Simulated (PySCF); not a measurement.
Coordinates in bohr (charge 0 multiplicity 4):
```
Ir    0.0000    0.0000    0.0000
F     3.4868    0.0000    0.0000
F    -3.4868    0.0000    0.0000
```

Method: UPBE0/[Ir def2-TZVP with ECP60, F def2-TZVP], scalar-relativistic core potentials, density fitting, no spin–orbit coupling, PySCF.

This geometry of IrF2 is a stationary point at this level.

What is the point group?

D∞h.

Is it a minimum?

Yes: all harmonic wavenumbers are real.

What are the dipole moment and the gap between the highest occupied and lowest empty levels of either spin?

0.00 D and 2.84 eV.

Give the atomic charges and bond orders.


```json
{"atom": "Ir1", "Mulliken": "0.80", "Löwdin": "0.60", "polar tensor": "1.12", "spin (Mulliken)": "2.65", "Mayer order to Ir1": "–"}
{"atom": "F2,3", "Mulliken": "-0.40", "Löwdin": "-0.30", "polar tensor": "-0.56", "spin (Mulliken)": "0.18", "Mayer order to Ir1": "0.98"}
```

Give the ideal-gas entropy at 298.15 K and 1 bar by parts.

translation 176.7, rotation 63.8, vibration 24.2, spin 11.5; total 276.3 J/(mol K).

This need not be the most stable arrangement of these atoms. Open d and f shells are described by one determinant, and the ground state may have another occupation or spin. With an element this heavy the missing spin–orbit coupling can shift these numbers.
